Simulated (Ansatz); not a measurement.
Diatomic AsN, closed-shell singlet (the spin of the measured ground state). No spin–orbit coupling. As is treated without relativity.

D_e counts from the fitted minimum to each atom's lowest state at the same level, without counterpoise. The singlet is restricted.

Correlated levels freeze the inner cores; with def2 sets outer-core shells near the valence are correlated too. CBS(a, b) extrapolates the correlation energy as X⁻³ and adds the Hartree–Fock energy of set b.

Run with Ansatz (a first-principles code) with Gaussian orbitals. 

PBE/def2-TZVPP gives 127.12 kcal/mol for the bond energy D_e.

### Question
Predict the shift from PBE, with its sign, for: r2SCAN/def2-TZVPP, B3LYP/def2-TZVPP, wB97M-V/def2-TZVPP, B2PLYP/def2-TZVPP, CCSD(T)/CBS(def2-TZVPP, def2-QZVPP).

### Answer
r2SCAN/def2-TZVPP -18.51; B3LYP/def2-TZVPP -12.74; wB97M-V/def2-TZVPP -17.21; B2PLYP/def2-TZVPP -8.02; CCSD(T)/CBS(def2-TZVPP, def2-QZVPP) -10.68 kcal/mol. 0 of 5 lie above PBE; the widest gap is to r2SCAN/def2-TZVPP.

Doubts at one or more of the structures used: a restricted determinant that unrestricted orbitals would lower (B2PLYP/def2-TZVPP, CCSD(T)/CBS(def2-TZVPP, def2-QZVPP)).
